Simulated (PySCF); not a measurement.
Si(H)(F)2(Et) (C2H6F2Si), SMILES F[SiH](CC)F.

The structure is a stationary point at r2SCAN-D4/def2-SVP. One conformer was computed; it need not be the lowest.

These are PBE/def2-TZVP (PySCF) values and carry that method's errors.

Symmetry labels are those of the subgroup Cs that the program uses (full group Cs).

Computed valence orbital energies around the gap with their symmetry:
```csv
orbital,symmetry,energy (eV)
HOMO−7,A',-11.04
HOMO−6,A',-10.12
HOMO−5,A",-9.90
HOMO−4,A',-9.70
HOMO−3,A",-9.66
HOMO−2,A',-8.97
HOMO−1,A",-8.70
HOMO,A',-7.50
LUMO,A',-0.05
LUMO+1,A",-0.01
LUMO+2,A',0.49
LUMO+3,A',1.45
```
